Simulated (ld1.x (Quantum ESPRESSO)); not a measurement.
How hard is this As PAW potential?

* Element: arsenic
* Generator: ld1.x (Quantum ESPRESSO) 7.5
* Type: PAW
* Functional: LDA (PZ)
* Relativity: scalar-relativistic
* Frozen core: [Ar] 3d10
* Valence charge: 5
* Reference configuration: 4s2 4p2 (charge +1)
* Partial waves: 4s (bound): rcut 1.30, rcutus 1.75 bohr; 4s channel at 1.1 Ry: rcut 1.30, rcutus 1.75 bohr; 4p (bound): rcut 1.35, rcutus 1.65 bohr; 4p channel at 0.1 Ry: rcut 1.35, rcutus 1.65 bohr
* Local potential: all-electron potential smoothed inside 1.65 bohr (lloc = -2)
* Core correction: a·sin(br)/r model core inside 0.85 bohr
* Augmentation charge: PSQ, inside the norm-conserving radii

The pseudo-atom Hamiltonian at the reference potential is diagonalised in spherical Bessel functions j_l(qr) that vanish at 20 bohr, with q² up to the cutoff. All-electron valence levels (Ry): 4s -1.7351, 4p -0.9955.

Problem. How do the lowest levels (Ry) of each channel move with the cutoff, and are there ghosts?

Solution.

| cutoff (Ry) | s #1 | s #2 | p #1 | p #2 | d #1 | f #1 | f #2 | Σ f·Δε (mRy) |
| --- | --- | --- | --- | --- | --- | --- | --- | --- |
| 8 | -1.7314 | -0.3613 | -0.9943 | -0.2215 | -0.2830 | -0.0510 | 0.0455 | 10.7 |
| 10 | -1.7336 | -0.3623 | -0.9949 | -0.2217 | -0.2884 | -0.0510 | 0.0455 | 5.0 |
| 15 | -1.7350 | -0.3633 | -0.9953 | -0.2218 | -0.2932 | -0.0510 | 0.0454 | 1.5 |
| 18 | -1.7350 | -0.3633 | -0.9955 | -0.2218 | -0.2941 | -0.0510 | 0.0454 | 1.1 |
| 25 | -1.7352 | -0.3633 | -0.9956 | -0.2218 | -0.2943 | -0.0510 | 0.0454 | 0.5 |
| 30 | -1.7352 | -0.3633 | -0.9956 | -0.2218 | -0.2943 | -0.0510 | 0.0454 | 0.3 |
| 400 | -1.7353 | -0.3634 | -0.9957 | -0.2218 | -0.2943 | -0.0510 | 0.0454 | 0.0 |

Result: ghost state, extra bound levels that the all-electron valence spectrum of the same l lacks: d at -4.0 eV (a true bound ghost makes a file unfit for plane-wave use); 10 mRy is reached at 10 Ry and 1 mRy at 21 Ry.

Its largest configuration-test error is -437 meV.
